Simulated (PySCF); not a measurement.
How methods differ on the excitation energy of Pb²⁺

Pb²⁺ [Xe] 4f14 5d10 6s2 (1S) → Pb²⁺ [Xe] 4f14 5d10 6s1 6p1, s spin flipped, as a difference of total energies. Computed with PySCF 2.14 in x2c-TZVPPall with one added diffuse shell each of s, p, d, f type (12s8p7d4f, 99 functions), with scalar relativity by spin-free X2C-1e. Correlated levels: valence: [Xe] 4f14 5d10 frozen. The calculations carry no spin-orbit coupling.

```json
{"method": "UHF", "excitation energy (eV)": "9.645"}
{"method": "MP2 (valence)", "excitation energy (eV)": "9.677"}
{"method": "SCS-MP2 (valence)", "excitation energy (eV)": "9.683"}
```

Problem. How much does correlation contribute at MP2 (valence)?

Solution. 9.677 − (9.645) = 0.032 eV, measured against UHF.

The upper determinant mixes two multiplicities, so it lies between the two terms.

The coupled-cluster amplitudes are large for the upper state (T1 above 0.03 or a double amplitude above 0.15), so a single reference is strained.
